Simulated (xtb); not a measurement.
C$_{2}$H$_{6}$Mg, triplet, at a GFN2-xTB geometry (such geometries of metal compounds can be far from the true shape) (a higher spin typed on purpose: for a closed-shell molecule this is an excited state); xtb with GFN2-xTB.

xtb was given this input:
```
$ xtb mol.xyz --gfn 2 --uhf 2 --etemp 3000 --json

# file mol.xyz
9

Mg     0.00649239     0.00659633     0.00925361
C      1.77650181     0.27541309    -1.45305501
H      2.44227962    -0.56672341    -1.29653556
H      2.24984063     1.22007834    -1.20720284
H      1.35338380     0.27970239    -2.45206587
C     -1.78374404    -0.28277125     1.44273267
H     -2.26749666    -1.20844971     1.14918074
H     -2.43315947     0.57598957     1.30953451
H     -1.37930330    -0.33560416     2.44797978
```

What the program printed (banner, timings and long lists left out):

```
   ID    Z sym.   atoms
    1   12 Mg     1
    2    6 C      2, 6
    3    1 H      3-5, 7-9

           -------------------------------------------------
          |                Calculation Setup                |
           -------------------------------------------------

           -------------------------------------------------
          |                 G F N 2 - x T B                 |
           -------------------------------------------------

          ...................................................
          :                      SETUP                      :
          :.................................................:
          :  # basis functions                  24          :
          :  # atomic orbitals                  23          :
          :  # shells                           13          :
          :  # electrons                        16          :
          :  max. iterations                   250          :
          :  Hamiltonian                  GFN2-xTB          :
          :  restarted?                      false          :
          :  GBSA solvation                  false          :
          :  PC potential                    false          :
          :  electronic temp.         3000.0000000     K    :
          :  accuracy                    1.0000000          :
          :  -> integral cutoff          0.2500000E+02      :
          :  -> integral neglect         0.1000000E-07      :
          :  -> SCF convergence          0.1000000E-05 Eh   :
          :  -> wf. convergence          0.1000000E-03 e    :
          :  Broyden damping             0.4000000          :
          :  net charge                          0          :
          :  unpaired electrons                  2          :
          ...................................................

 iter      E             dE          RMSdq      gap      omega  full diag
   1     -6.5947416 -0.659474E+01  0.226E+01    1.37       0.0  T
   2     -7.5594230 -0.964681E+00  0.202E+01    4.87       1.0  T
   3     -7.7283898 -0.168967E+00  0.800E+00    5.86       1.0  T
   4     -7.8130606 -0.846708E-01  0.361E+00    6.16       1.0  T
   5     -7.8176616 -0.460099E-02  0.195E+00    6.12       1.0  T
   6     -7.8161407  0.152087E-02  0.430E-01    6.01       1.0  T
   7     -7.8178032 -0.166249E-02  0.971E-02    6.00       1.0  T
   8     -7.8178906 -0.873592E-04  0.416E-02    6.02       1.0  T
   9     -7.8178929 -0.234799E-05  0.213E-02    6.02       1.6  T
  10     -7.8178959 -0.296304E-05  0.797E-03    6.02       4.2  T
  11     -7.8178962 -0.284882E-06  0.734E-04    6.02      45.4  T
  12     -7.8178962 -0.409472E-08  0.503E-04    6.02      66.2  T

   *** convergence criteria satisfied after 12 iterations ***

 transition dipole moment (au) for excitation:           8           9
     X       Y       Z
  -1.5091  -0.2366   1.2275  total (au/Debye):    1.960   4.981
 dE (eV)             :    2.426
 oscillator strength :  0.32277E+00

         :::::::::::::::::::::::::::::::::::::::::::::::::::::
         ::                     SUMMARY                     ::
         :::::::::::::::::::::::::::::::::::::::::::::::::::::
         :: total energy              -7.710583094434 Eh    ::
         :: gradient norm              0.001100665749 Eh/a0 ::
         :: HOMO-LUMO gap              6.019511311315 eV    ::
         ::.................................................::
         :: SCC energy                -7.817893979026 Eh    ::
         :: -> isotropic ES            0.026059555585 Eh    ::
         :: -> anisotropic ES          0.003487379851 Eh    ::
         :: -> anisotropic XC          0.006111632023 Eh    ::
         :: -> dispersion             -0.002596760403 Eh    ::
         :: repulsion energy           0.107310884592 Eh    ::
         :: add. restraining           0.000000000000 Eh    ::
         :: total charge              -0.000000000412 e     ::
         :::::::::::::::::::::::::::::::::::::::::::::::::::::

[...]
         6        2.0000           -0.4487384             -12.2108
         7        1.9030           -0.3694488             -10.0532
         8        1.0971           -0.3270615              -8.8998
         9        1.0000           -0.2379109              -6.4739 (HOMO)
        10        0.0000           -0.0166979              -0.4544 (LUMO)
        11        0.0000           -0.0166923              -0.4542
        12        0.0000           -0.0046238              -0.1258
        13        0.0000           -0.0046184              -0.1257
        14        0.0000            0.0125964               0.3428
        15        0.0000            0.0126145               0.3433
        16                          0.0890664               2.4236
        17                          0.1929079               5.2493
        18                          0.2603387               7.0842
        19                          0.2603543               7.0846
        20                          0.2701396               7.3509
       ...                                ...                  ...
        23                          0.8424150              22.9233
      -------------------------------------------------------------
                  HL-Gap            0.2212130 Eh            6.0195 eV
             Fermi-level           -0.2400939 Eh           -6.5333 eV

     #   Z          covCN         q      C6AA      α(0)
     1  12 Mg       1.492     0.233   124.084    27.089
     2   6 C        3.521    -0.205    26.146     7.536
     3   1 H        0.925     0.030     2.591     2.517
     4   1 H        0.925     0.030     2.590     2.517
     5   1 H        0.925     0.030     2.592     2.518
     6   6 C        3.521    -0.205    26.146     7.536
     7   1 H        0.925     0.030     2.592     2.518
     8   1 H        0.925     0.030     2.591     2.517
     9   1 H        0.925     0.030     2.590     2.517

 Mol. C6AA /au·bohr⁶  :        910.061620
 Mol. C8AA /au·bohr⁸  :      35373.542823
 Mol. α(0) /au        :         57.264909

Wiberg/Mayer (AO) data.
largest (>0.10) Wiberg bond orders for each atom

 ---------------------------------------------------------------------------
     #   Z sym  total        # sym  WBO       # sym  WBO       # sym  WBO
 ---------------------------------------------------------------------------
     1  12 Mg   1.152 --     6 C    0.473     2 C    0.473
     2   6 C    3.461 --     4 H    0.960     3 H    0.960     5 H    0.960
                             1 Mg   0.473     6 C    0.102
     3   1 H    0.997 --     2 C    0.960
     4   1 H    0.997 --     2 C    0.960
     5   1 H    0.997 --     2 C    0.960
     6   6 C    3.461 --     9 H    0.960     8 H    0.960     7 H    0.960
                             1 Mg   0.473     2 C    0.102
     7   1 H    0.997 --     6 C    0.960
     8   1 H    0.997 --     6 C    0.960
     9   1 H    0.997 --     6 C    0.960
 ---------------------------------------------------------------------------

Topologies differ in total number of bonds
Writing topology from bond orders to xtbtopo.mol

molecular dipole:
                 x           y           z       tot (Debye)
 q only:        0.004       0.004       0.006
   full:       -0.001      -0.001      -0.002       0.007
molecular quadrupole (traceless):
                xx          xy          yy          xz          yz          zz
 q only:       -1.483      -0.531       1.820       2.754       0.432      -0.337
  q+dip:       -0.354      -0.127       0.435       0.658       0.103      -0.081
   full:       -0.939      -0.336       1.153       1.745       0.273      -0.214

           -------------------------------------------------
          | TOTAL ENERGY               -7.710583094434 Eh   |
          | GRADIENT NORM               0.001100665749 Eh/α |
          | HOMO-LUMO GAP               6.019511311315 eV   |
           -------------------------------------------------

normal termination of xtb
```
